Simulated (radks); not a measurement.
Question: The mean radii <r> (bohr) of the occupied orbitals of an atom or ion are listed with their occupations. Calculated with a radial shooting solver on a logarithmic mesh with Libxc functionals: Dirac Kohn-Sham, BLYP, spin-unpolarised, spherical densities, finite nucleus; Fermi nuclear charge, rms radius of each element as measured or else 0.836 A^(1/3) + 0.57 fm.

orbital  occ.      <r>
1s1/2       2  0.02666
2s1/2       2   0.1142
2p1/2       2  0.09619
2p3/2       4   0.1020
3s1/2       2   0.3061
3p1/2       2   0.2962
3p3/2       4   0.3079
3d3/2       4   0.2787
3d5/2       6   0.2824
4s1/2       2   0.7163
4p1/2       2   0.7452
4p3/2       4   0.7730
4d3/2       4   0.8670
4d5/2       6   0.8776
5s1/2       2    1.749
5p1/2       2    1.969
5p3/2       1    2.040

Name the element and its charge. Open shells, if any, fill j = l - 1/2 first.

Answer: Z = 54, xenon, charge +3: Xe3+ in [Kr] 4d10 5s2 5p3. The 1s radius gives Z: for a bare nucleus <r> = (2 gamma + 1)/(2Z) with gamma = sqrt(1 - (Z/c)^2), 0.02628 bohr for Z = 54, and screening makes it slightly larger (0.02666 here). The occupations add up to 51, and the charge is Z minus that.
